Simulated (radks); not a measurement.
Fractional charge and spin in the 5p shell of lutetium: the spin-up occupation runs from 2 to 3 and the spin-down occupation from 2 to 3; the fullest corner is Lu3+, [Kr] 4d10 4f14 5s2 5p(up 3, down 3). Calculated with a radial shooting solver on a logarithmic mesh with Libxc functionals: scalar-relativistic Kohn-Sham, PBE, spin-polarised, spherical densities, point nucleus. Energy (eV) minus the two flat planes that join the four corners (they meet along the diagonal where the two added fractions sum to one electron); zero is where a piecewise linear energy would lie.

down \ up,2,2.5,3
2,0.000,-1.926,0.000
2.5,-1.926,0.249,-1.840
3,0.000,-1.840,0.000

Corners above the fullest one (they belong to Lu4+ and the next ion): (up 3, down 2) 65.227 eV, (up 2, down 3) 65.227 eV, (up 2, down 2) 146.52 eV. With half an added electron in each spin the energy lies 0.249 eV from the planes, and with half an added electron in spin up alone -1.926 eV. The planes are only a guide here: the flat-plane condition holds for ground states with one frontier orbital, while this shell lies below other occupied shells, so the corners above the fullest one are inner-hole states and not the ground states of those ions.
